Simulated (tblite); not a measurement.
Record of a relaxation.

C4H5BrF2Ge.
Numbering: `[F:1][GeH:2]([F:3])[CH2:4][C:5]#[C:6][CH2:7][Br:8]` (hydrogens: H9 on Ge2; H10, H11 on C4; H12, H13 on C7)

Computed with GFN2-xTB (tblite), gas phase: L-BFGS steps from a force-field or distance-geometry start until the largest atomic force falls under 0.01 eV/Å. 6 of its 118 geometries are shown.

Step 0: E = -723.7538 eV, largest atomic force 1.985 eV/Å
```
atom  x, y, z in Å  |  force x, y, z in eV/Å
F1      1.286    1.836    1.149    0.347  -0.221  -0.134
Ge2     2.230    0.948   -0.049    0.166   0.779  -0.533
F3      3.779    0.520    0.665   -0.298   0.165  -0.024
C4      1.239   -0.572   -0.753   -1.377  -1.287   0.622
C5     -0.175   -0.502   -0.304    0.048  -0.226  -0.079
C6     -1.332   -0.415    0.035    0.322   0.065   0.168
C7     -2.728   -0.284    0.462    1.056   1.192   0.750
Br8    -3.671   -1.955    0.346   -0.295  -0.251  -0.162
H9      2.418    1.915   -1.242    0.295   0.158   0.551
H10     1.692   -1.550   -0.465   -0.381   0.523  -0.009
H11     1.244   -0.531   -1.840    0.084   0.113  -0.117
H12    -3.176    0.518   -0.142   -0.271  -0.500  -0.113
H13    -2.810    0.071    1.535    0.304  -0.510  -0.919
```

Step 23: E = -724.1290 eV, largest atomic force 0.072 eV/Å
```
atom  x, y, z in Å  |  force x, y, z in eV/Å
F1      1.347    1.754    1.092    0.000   0.006   0.007
Ge2     2.208    1.007   -0.224    0.017   0.048   0.021
F3      3.667    0.490    0.588   -0.050  -0.023  -0.047
C4      1.157   -0.623   -0.775    0.045   0.044   0.010
C5     -0.208   -0.523   -0.332   -0.012  -0.009   0.014
C6     -1.332   -0.353    0.055    0.028  -0.058   0.008
C7     -2.695   -0.248    0.484   -0.024   0.016   0.002
Br8    -3.663   -1.968    0.312    0.038  -0.008  -0.022
H9      2.664    2.188   -1.044    0.007  -0.007  -0.012
H10     1.666   -1.467   -0.300   -0.058  -0.038   0.004
H11     1.192   -0.742   -1.859    0.045  -0.009   0.005
H12    -3.241    0.462   -0.136   -0.056   0.026   0.008
H13    -2.765    0.024    1.538    0.020   0.011   0.002
```

Step 47: E = -724.1344 eV, largest atomic force 0.030 eV/Å
```
atom  x, y, z in Å  |  force x, y, z in eV/Å
F1      1.388    1.777    1.105   -0.001   0.001   0.002
Ge2     2.209    1.019   -0.229   -0.010  -0.023   0.009
F3      3.663    0.449    0.549    0.005   0.008  -0.018
C4      1.153   -0.611   -0.761    0.012   0.026   0.010
C5     -0.222   -0.497   -0.355    0.000  -0.004   0.008
C6     -1.347   -0.333    0.035    0.006  -0.003  -0.007
C7     -2.707   -0.249    0.481   -0.007  -0.014   0.005
Br8    -3.632   -1.991    0.281    0.009   0.016  -0.001
H9      2.672    2.191   -1.056    0.012   0.001  -0.006
H10     1.631   -1.451   -0.247   -0.010   0.001   0.002
H11     1.228   -0.764   -1.839   -0.010  -0.001   0.004
H12    -3.285    0.463   -0.108    0.009  -0.001  -0.003
H13    -2.756   -0.003    1.542   -0.014  -0.008  -0.005
```

Step 70: E = -724.1370 eV, largest atomic force 0.043 eV/Å
```
atom  x, y, z in Å  |  force x, y, z in eV/Å
F1      1.506    1.806    1.135    0.001  -0.010  -0.004
Ge2     2.236    1.028   -0.241    0.020   0.007   0.037
F3      3.729    0.438    0.446   -0.017   0.007  -0.016
C4      1.142   -0.591   -0.713   -0.024  -0.024  -0.004
C5     -0.233   -0.467   -0.307   -0.002   0.004   0.000
C6     -1.366   -0.320    0.065   -0.012  -0.007  -0.003
C7     -2.741   -0.267    0.474    0.018   0.012  -0.005
Br8    -3.632   -2.013    0.181    0.000   0.011  -0.004
H9      2.675    2.185   -1.100   -0.003   0.007  -0.011
H10     1.612   -1.427   -0.184    0.008   0.011   0.003
H11     1.207   -0.770   -1.787   -0.002  -0.004   0.007
H12    -3.307    0.459   -0.110    0.007  -0.010   0.004
H13    -2.832   -0.060    1.540    0.007  -0.004  -0.004
```

Step 94: E = -724.1491 eV, largest atomic force 0.043 eV/Å
```
atom  x, y, z in Å  |  force x, y, z in eV/Å
F1      1.909    1.702    1.310    0.001  -0.023  -0.002
Ge2     2.212    1.065   -0.283    0.004   0.012  -0.002
F3      3.884    0.569   -0.155   -0.038   0.019  -0.005
C4      1.168   -0.637   -0.502    0.003  -0.028  -0.003
C5     -0.233   -0.514   -0.203    0.020   0.023   0.004
C6     -1.390   -0.375    0.084   -0.010   0.022   0.015
C7     -2.783   -0.275    0.415    0.011   0.012   0.007
Br8    -3.806   -1.839   -0.246    0.030   0.012  -0.003
H9      2.257    2.308   -1.137   -0.004  -0.033   0.007
H10     1.638   -1.343    0.193    0.009   0.011  -0.011
H11     1.309   -1.000   -1.522    0.003  -0.008   0.003
H12    -3.241    0.599   -0.051   -0.006  -0.016   0.010
H13    -2.928   -0.258    1.496   -0.022  -0.002  -0.021
```

Step 117: E = -724.1551 eV, largest atomic force 0.010 eV/Å
```
atom  x, y, z in Å  |  force x, y, z in eV/Å
F1      2.169    1.624    1.341    0.004  -0.001  -0.008
Ge2     2.190    1.064   -0.308   -0.004   0.007   0.006
F3      3.874    0.662   -0.517   -0.001  -0.001   0.003
C4      1.184   -0.668   -0.374    0.001  -0.006  -0.002
C5     -0.223   -0.527   -0.110    0.005   0.001  -0.001
C6     -1.385   -0.360    0.141    0.000  -0.002  -0.003
C7     -2.796   -0.264    0.386   -0.003  -0.009   0.001
Br8    -3.775   -1.727   -0.526   -0.001   0.005  -0.001
H9      2.000    2.327   -1.107    0.002  -0.002   0.001
H10     1.653   -1.300    0.389    0.000   0.005  -0.003
H11     1.340   -1.124   -1.354   -0.001   0.001   0.006
H12    -3.210    0.663   -0.009   -0.004   0.004  -0.002
H13    -3.026   -0.368    1.447    0.002   0.000   0.005
```

Q: Summarise the path.

A: The energy falls by 38.72 kJ/mol from step 0 to step 117; nine tenths of that is first reached at step 17. It falls at every step. The largest force goes from 1.985 to 0.010 eV/Å. Among the bonds C7–Br8 changes most, from 1.922 to 1.983 Å; the atoms move by 0.648 Å rms after alignment.

Q: Follow the three bonds and two angles with the largest change from start to end.

A: 
```tsv
step	E above end (kJ/mol)	largest force (eV/Å)	C7–Br8 (Å)	Ge2–C4 (Å)	C4–C5 (Å)	C4–Ge2–H9 (°)	Br8–C7–H12 (°)
0	38.72	1.985	1.922	1.946	1.485	105.7	113.7
5	13.87	2.214	2.011	1.993	1.436	116.0	103.3
10	6.95	0.418	1.962	2.012	1.445	120.6	105.6
15	4.36	0.164	1.988	2.020	1.436	125.0	105.9
20	3.00	0.160	1.975	2.028	1.440	128.6	106.1
25	2.37	0.094	1.983	2.009	1.440	130.0	105.7
31	2.20	0.033	1.978	2.014	1.438	130.7	105.8
36	2.10	0.028	1.982	2.013	1.438	130.4	106.1
41	2.05	0.036	1.978	2.012	1.438	130.4	105.8
46	2.01	0.020	1.982	2.014	1.439	130.1	105.8
51	1.96	0.020	1.980	2.011	1.439	130.0	106.0
56	1.91	0.026	1.981	2.012	1.438	129.8	105.8
61	1.86	0.034	1.981	2.011	1.439	130.1	105.8
66	1.79	0.029	1.982	2.014	1.439	130.1	105.8
71	1.73	0.028	1.982	2.009	1.439	130.0	105.9
76	1.71	0.019	1.981	2.012	1.438	130.0	105.7
81	1.66	0.037	1.982	2.009	1.438	129.7	105.8
86	1.52	0.057	1.983	2.012	1.437	130.7	105.8
92	0.79	0.111	1.984	2.009	1.437	130.7	105.8
97	0.50	0.066	1.981	2.012	1.438	130.3	105.6
102	0.25	0.064	1.984	2.004	1.438	130.2	105.3
107	0.05	0.087	1.983	2.005	1.438	130.2	105.8
112	0.02	0.030	1.982	2.005	1.438	130.2	105.8
117	0.00	0.010	1.983	2.005	1.438	130.1	105.8
```

What follows is the cost of the whole relaxation. Time: 1.1 s wall. Hardware: one thread of an Intel Xeon at 2.70 GHz, on a shared host.
